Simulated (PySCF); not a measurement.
Compound: C7H10O.
SMILES: `OC[C@]12C[C@@H]3[C@H](C1)[C@@H]32`

Vertical excitations from PySCF (density fitting, frozen core in the response, grid level 2 and gas phase unless stated; continuum runs use non-equilibrium linear response for the excitations) on a GFN2-xTB geometry. Reference run:

```
                       settings    S1, eV (f)    S2, eV (f)    S3, eV (f)    S4, eV (f)    S5, eV (f)    S6, eV (f)  T1, eV (Tamm–Dancoff)  mean α (au)
OPBE/def2-SVPD, TDA, 6 singlets  5.86 (0.006)  6.06 (0.006)  6.35 (0.004)  6.51 (0.001)  6.68 (0.003)  6.71 (0.008)                   5.78         78.4
```

Question: What do these settings give: OLYP/6-31G, IEF-PCM water, full TDDFT, 25 singlets?

Answer: 
| settings | S1, eV (f) | S2, eV (f) | S3, eV (f) | S4, eV (f) | S5, eV (f) | S6, eV (f) | T1, eV (Tamm–Dancoff) | mean α (au) |
| --- | --- | --- | --- | --- | --- | --- | --- | --- |
| OLYP/6-31G, IEF-PCM water, full TDDFT, 25 singlets | 7.02 (0.003) | 7.20 (0.003) | 7.79 (0.001) | 8.26 (0.010) | 8.39 (0.005) | 8.41 (0.004) | – | 87.0 |

S1 moves by +1.16 eV; functional, basis, environment and response scheme change together, so the shift can't be laid on one. States are counted by energy in each run and needn't keep their character from row to row.

Question: Give the leading configurations of S1 (H = HOMO, L = LUMO) and the HOMO–LUMO gap of each run.

Answer: 
| settings | S1 configurations (weight) | S1 (eV) | orbital gap (eV) | S1 − gap (eV) |
| --- | --- | --- | --- | --- |
| OPBE/def2-SVPD, TDA, 6 singlets | H→L 0.98 | 5.86 | 5.83 | +0.03 |
| OLYP/6-31G, IEF-PCM water, full TDDFT, 25 singlets | H→L 0.86, H−1→L 0.13 | 7.02 | 6.92 | +0.10 |

One conformer (not necessarily the lowest) at the GFN2-xTB geometry, without vibrations or thermal averaging.

Shape of the structure used: `[OH:1][CH2:2][C@:3]12[CH2:4][C@@H:5]3[C@H:6]([CH2:7]1)[C@H:8]23`: O1–C2–C3–C4 65°, H–O1–C2–C3 53°.
